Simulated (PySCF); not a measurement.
# Mayer bond orders and bond lengths

C4H3O2P.
Atom-mapped SMILES: `[O:1]=[CH:2][c:3]1[cH:4][o:5][cH:6][p:7]1` (hydrogens: H8 on C2; H9 on C4; H10 on C6)

Bond orders from the PBE0/pcSseg-1 density (PySCF). Isolated species at its GFN2-xTB geometry (one conformer only).

Question: How far do the computed orders between heavy atoms stray from the drawn ones?

Answer: The largest departure is 0.441, at O5–C6 (drawn aromatic, 1.059), counting aromatic bonds as 1.5. The bonds drawn aromatic range from 1.06 to 1.57.

Question: Give the Mayer order of every bond, beside its length.

Answer: 
```json
{"bond": "O1–C2", "drawn as": "double", "length (Å)": "1.205", "Mayer order": "2.016"}
{"bond": "C2–C3", "drawn as": "single", "length (Å)": "1.455", "Mayer order": "1.025"}
{"bond": "C3–C4", "drawn as": "aromatic", "length (Å)": "1.373", "Mayer order": "1.488"}
{"bond": "C4–O5", "drawn as": "aromatic", "length (Å)": "1.317", "Mayer order": "1.126"}
{"bond": "O5–C6", "drawn as": "aromatic", "length (Å)": "1.342", "Mayer order": "1.059"}
{"bond": "C6–P7", "drawn as": "aromatic", "length (Å)": "1.708", "Mayer order": "1.568"}
{"bond": "P7–C3", "drawn as": "aromatic", "length (Å)": "1.784", "Mayer order": "1.109"}
{"bond": "C2–H8", "drawn as": "single", "length (Å)": "1.108", "Mayer order": "0.939"}
{"bond": "C4–H9", "drawn as": "single", "length (Å)": "1.076", "Mayer order": "0.966"}
{"bond": "C6–H10", "drawn as": "single", "length (Å)": "1.076", "Mayer order": "0.958"}
```

Bonds between the same two heavy elements. C–O: lowest O5–C6 (1.059, 1.342 Å), highest O1–C2 (2.016, 1.205 Å). C–C: lowest C2–C3 (1.025, 1.455 Å), highest C3–C4 (1.488, 1.373 Å). C–P: lowest P7–C3 (1.109, 1.784 Å), highest C6–P7 (1.568, 1.708 Å).

Question: Sum the orders of all bonds at each heavy atom with more than one neighbour and set the sums beside the valence in the SMILES.

Answer: C2 3.980 (drawn 4), C3 3.622 (drawn 4), C4 3.580 (drawn 4), O5 2.185 (drawn 2), C6 3.585 (drawn 4), P7 2.677 (drawn 3). Orders between atoms that aren't bonded are not in these sums.

For a closed shell the Mayer order of atoms A and B is Σ (PS)μν (PS)νμ over the basis functions μ on A and ν on B, with P the density and S the overlap matrix.

The run behind these numbers computed NMR shieldings as well. Hardware: one thread, Arm Neoverse V1 (aarch64), no GPU (shared host). Cost: 12 s of wall time, 0.68 GiB resident at most.

Conformer computed: `[O:1]=[CH:2][c:3]1[cH:4][o:5][cH:6][p:7]1`: O1–C2–C3–C4 0°.
